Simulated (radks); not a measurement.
Task: Neutral arsenic, [Ar] 3d10 4s2 4p3. Method: non-relativistic Kohn-Sham, LDA (Slater exchange, Perdew-Wang correlation), spin-polarised, spherical densities, point nucleus; computed with a radial shooting solver on a logarithmic mesh with Libxc functionals. Every spin shell is full or empty, so the densities are truly spherical. Functionals are evaluated on that one density, not self-consistently. Rank these orbital-free kinetic functionals by their error against the exact value of the orbitals, and give that value: Thomas-Fermi, von Weizsacker, TF + vW, TF + vW/9, TF + vW/5, LC94, APBEK, revAPBEK, Perdew 92, Thakkar, Pearson, LKT, PG1, DePristo-Kress, Ernzerhof.

Result: Exact: 2230.50 hartree. From best to worst, with 100 (|E| - |E exact|)/|E exact| (equal figures are ties): LC94 -0.03, APBEK +0.05, DePristo-Kress -0.13, revAPBEK +0.28, Ernzerhof -0.43, Thakkar -0.52, Perdew 92 -0.78, TF + vW/9 -0.79, Pearson -1.17, TF + vW/5 +3.44, Thomas-Fermi -6.09, PG1 +17.76, LKT +22.46, TF + vW +41.59, von Weizsacker -52.31.
